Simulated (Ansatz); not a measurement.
Cost and result for the atomization energy of `[Cl][SnH][GeH3]` radical (7 atoms, 6 bonds).

Cartesian coordinates in Å:
```
Cl -1.245 -1.884 -1.887
Sn -0.855 0.354 -1.267
Ge 0.879 0.180 0.707
H -2.423 0.900 -0.785
H 0.293 -0.673 1.843
H 2.157 -0.470 0.165
H 1.194 1.593 1.224
```

Charge 0, multiplicity 2. Correlated methods include outer-core shells of Ge, Sn, which these sets cover unevenly. Scalar relativity is left out up to krypton. Sn takes the def2 core potential. All single points use the PBE0-D4/def2-TZVP geometry. Program: Ansatz. All runs use 4 threads of a server CPU on a shared host. Times are those of one run each, without the atoms' runs, and a repeat can differ threefold. Electronic energies, without spin–orbit coupling; frozen cores. CCSD(T)/CBS adds CCSD(T) − MP2 in def2-TZVPP to the MP2 limit, and its time is that of the two runs behind it. T1 = 0.014; ⟨S²⟩ of the reference is 0.76. With those shells the extrapolation isn't a true limit. B3LYP takes the VWN-RPA correlation (the form of Gaussian; ORCA's B3LYP/G). HSE06 is the plane-wave form, built on full-range PBE exchange.

CCSD(T)/CBS is a level of theory with its own doubt, some kJ/mol a heavy atom from the limit and from the frozen cores, so smaller differences don't rank the functionals.

| level | functions | wall time | atomization (kJ/mol) | difference from CCSD(T)/CBS | per bond |
| --- | --- | --- | --- | --- | --- |
| LDA (SPW92)/def2-TZVPP | 196 | 1.4 s | 1879.7 | 212.4 | 35.4 |
| PBE-D4/def2-TZVPP (with forces) | 196 | 2.9 s | 1642.9 | -24.4 | -4.1 |
| HSE06-D4/def2-TZVPP | 196 | 4.6 s | 1633.1 | -34.2 | -5.7 |
| B3LYP-D4/def2-TZVPP (with forces) | 196 | 5.5 s | 1640.0 | -27.3 | -4.5 |
| CAM-B3LYP-D4/def2-TZVPP | 196 | 5.5 s | 1645.5 | -21.8 | -3.6 |
| PBE-QIDH/def2-TZVPP | 196 | 6.5 s | 1630.1 | -37.2 | -6.2 |
| r2SCANh-D4/def2-TZVPP | 196 | 8 s | 1659.5 | -7.8 | -1.3 |
| ωB97X-V/def2-TZVPP | 196 | 12 s | 1672.5 | 5.2 | 0.9 |
| CCSD(T)/def2-SVP | 96 | 13 s | 1517.8 | -149.5 | -24.9 |
| ωB97M-V/def2-TZVPP (with forces) | 196 | 17 s | 1642.0 | -25.3 | -4.2 |
| MP2/def2-QZVPP | 361 | 18 s | 1618.5 | -48.8 | -8.1 |
| CCSD(T)/def2-TZVPP | 196 | 5.5 min | 1622.1 | -45.2 | -7.5 |
| CCSD(T)/CBS(def2) | – | 5.8 min | 1667.3 | 0.0 | 0.0 |

From BLYP to BHLYP (50 % exact exchange), in def2-TZVPP and without D4, the atomization energy moves by +6.5 kJ/mol. Leaving LDA and LC-ωPBE aside and taking each functional with its dispersion term where it has one, the values, not all of them listed here, spread over 95.3 kJ/mol, from revPBE-D4 to B97M-V. LDA lies +253.3 kJ/mol from PBE without D4, its usual overbinding. In def2-TZVPP, CCSD(T) changes the Hartree–Fock value by +428.9 kJ/mol (the triples alone add +23.5 kJ/mol) and MP2 by +398.3 kJ/mol; breaking electron pairs costs correlation energy, which Hartree–Fock lacks.

Spin–orbit coupling would lower the free Sn atoms strongly, and the atomization energy with them, by more than many differences here. For some Ge, Se and Sn compounds the MP2-based and the directly extrapolated limit differ by 10 to 25 kJ/mol.
